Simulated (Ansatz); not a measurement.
Ideal-gas functions of H$_{3}$OSiZn (`[SiH3][O][Zn]`) radical at 400 K and 1 bar, from an Ansatz frequency run at PBE0-D4/def2-TZVP.

Molar mass 112.5 g/mol, point group Cs (symmetry number 1), electronic degeneracy 2, moments of inertia 9.682, 240.331, 244.199 u Å². Harmonic wavenumbers (cm⁻¹, unscaled): 16, 86, 445, 723, 724, 954, 960, 992, 1016, 2177, 2185, 2207.

Use S(trans) = R[1.5 ln M + 2.5 ln T − 1.1517]; rotational temperatures θ = 24.2544 K / I; S(rot) = R[ln(√π/σ · √(T³/θAθBθC)) + 1.5]; for each mode x = 1.438777 ν̃/T, S = R[x/(eˣ − 1) − ln(1 − e⁻ˣ)] and H = RT x/(eˣ − 1); 1 cm⁻¹ = 0.0119627 kJ/mol; R = 8.31446 J/(mol·K).

Problem. By hand: the entropy, in J/(mol·K).

Solution. Translation 173.9. Rotation: θ = 2.5051, 0.1009, 0.0993 K, giving 107.3. Vibration, mode by mode: 32.05, 18.10, 5.24, 2.38, 2.37, 1.23, 1.21, 1.10, 1.03, 0.03, 0.03, 0.03, in all 64.8. Electronic 5.8. Sum 351.8 J/(mol·K).

Problem. By hand: H − E and G − E in kJ/mol, counted from the electronic energy.

Solution. Zero-point energy ½ × 12485 × 0.0119627 = 74.7; thermal vibration 10.3; translation, rotation and pV give 4 RT = 13.3. H − E = 98.3 kJ/mol, and G − E = 98.3 − 400 × 351.8/1000 = -42.4 kJ/mol.

Vibration gives 18 % of the entropy, 50.2 J/(mol·K) of it from the modes under 150 cm⁻¹: soft modes count most, and the harmonic formula is weakest for them.
